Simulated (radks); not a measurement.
Numerical settings for the xenon ion Xe3+, [Kr] 4d10 5s2 5p3. All-electron calculation, Dirac Kohn-Sham, PBE, spin-unpolarised, spherical densities, finite nucleus; open shells fill j = l - 1/2 first; Fermi nuclear charge, rms radius 4.7859 fm. Program: a radial shooting solver on a logarithmic mesh with Libxc functionals. The defaults (mesh step 0.008 in ln r, mesh end at 40 bohr or more with all orbitals vanishing there, Anderson mixing 0.5 over 9 steps, residual threshold near 1e-9 with the energy settled to 1e-9 hartree or 1e-11 of itself, here a cap of 64 iterations) give E = -7447.6378 hartree and 5p3/2 at -36.234 eV in 14 iterations. Run on one thread of a shared host, so times are rough (Arm Neoverse V1): 0.13 s of CPU time, 0.13 s wall, 14 iterations on 2213 mesh points. One setting is changed at a time: mesh step in ln r 0.003; mesh step in ln r 0.2; mesh step in ln r 0.08; mesh end (bohr) 3; mesh end (bohr) 8; residual threshold 0.1; residual threshold 0.001; mixing 1.5; linear mixing, mixing 1; linear mixing, mixing 0.5; mixing history 20; iteration cap 2. Which runs fail to converge, and which converge to a wrong energy?

Answer. Not converged within the cap: mesh step in ln r 0.2; mesh step in ln r 0.08; linear mixing, mixing 1; iteration cap 2. Settings that end as converged yet miss the energy by more than 1 mhartree: mesh end (bohr) 3 (+0.85 hartree).
